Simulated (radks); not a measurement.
Species: Er34+. Configuration: [Ar] 3d10 4s2 4p4 (the NIST ground configuration). All-electron calculation, scalar-relativistic Kohn-Sham, SCAN, spin-polarised, spherical densities, finite nucleus; open shells are filled with parallel spins first (spin-orbit coupling, left out, can overturn this in heavy ions); meta-GGA in the generalised Kohn-Sham scheme; Fermi nuclear charge, rms radius 5.2516 fm. Program: a radial shooting solver on a logarithmic mesh with Libxc functionals. Some entries of the table are withheld. Estimate them.

| orbital | occ. | eigenvalue (Ry) | <1/r> (bohr^-1) | r(max) (bohr) |
|---|---|---|---|---|
| 1s up | 1 | -4324.221 | 77.54 | 0.01286 |
| 1s down | 1 | -4324.091 | 77.54 | 0.01286 |
| 2s up | 1 | -812.6534 | 18.09 | 0.07313 |
| 2s down | 1 | -812.5813 | 18.09 | 0.07314 |
| 2p up | 3 | -730.3933 | 16.69 | 0.05953 |
| 2p down | 3 | -730.2721 | 16.69 | 0.05954 |
| 3s up | 1 | -257.6209 | 6.766 | 0.2056 |
| 3s down | 1 | -257.5245 | 6.763 | 0.2057 |
| 3p up | 3 | -232.3653 | 6.325 | 0.2021 |
| 3p down | 3 | -232.2338 | 6.323 | 0.2022 |
| 3d up | 5 | -201.4717 | 5.991 | 0.1646 |
| 3d down | 5 | -201.3164 | 5.991 | 0.1647 |
| 4s up | 1 | (1) | 3.207 | 0.4450 |
| 4s down | 1 | (2) | 3.205 | 0.4449 |
| 4p up | 3 | -108.0699 | 3.028 | 0.4563 |
| 4p down | 1 | -107.3075 | 3.026 | 0.4569 |

Answer. 
(1) 4s up eigenvalue (Ry): -117.5303
(2) 4s down eigenvalue (Ry): -116.7510
